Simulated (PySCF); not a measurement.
Ga(Me)2(Cl), SMILES [Cl][Ga]([CH3])[CH3] (C2H6ClGa), singlet at its PBE0/def2-SVP optimised geometry (Å):

```
10

Ga    -0.1845    -0.2235     0.0000
C     -1.4998     1.2243     0.0000
H     -2.1007     1.1742    -0.9217
H     -1.0312     2.2169     0.0642
H     -2.1911     1.0978     0.8475
C      1.7716    -0.2235     0.0000
H      2.1373    -0.6756    -0.9355
H      2.1441    -0.8437     0.8297
H      2.1911     0.7888     0.0909
Cl    -1.0666    -2.2169    -0.0118
```

Computed with PySCF with PBE0/def2-TZVP. Cells within 0.4 Å of a nucleus heavier than hydrogen are left out (blank, or x).

Map of the electrostatic potential (hartree/e), clipped to [-0.08, 0.12] on the plane z = 0.0 Å:

```
|222222222222222222222222222|
|222222222233333322222222222|
|222222222333333333322222222|
|222222223344333333333222222|
|222222223566443333333322222|
|222222225999743333333332222|
|222222238999943333333333222|
|222222489999943333344333222|
|222223899999744434566433222|
|22222499xx99766544899743222|
|22222499xx99999756999953222|
|222224899999999989999942222|
|222223489999999999999932222|
|222222247999xx9999xx9932222|
|111111236999xx9999xx9932222|
|111111125999999999999722222|
|111100025999999999999422222|
|111000039999999755654322222|
|111000189999996432332222222|
|110000199xxx993212222222222|
|110000299xx9992011122222222|
|110000189999950001112222222|
|110000039999710001111222222|
|111000012553100001111222222|
|111100000110000001111122222|
|111100000000000011111122222|
|111111000000000111111122222|
```
Scale: ten equal steps from -0.036 (start of '0') to 0.120 (end of '9'), in the order '0123456789'; x runs from -4.50 to 4.50, y from -4.50 (bottom) to 4.50 (top).
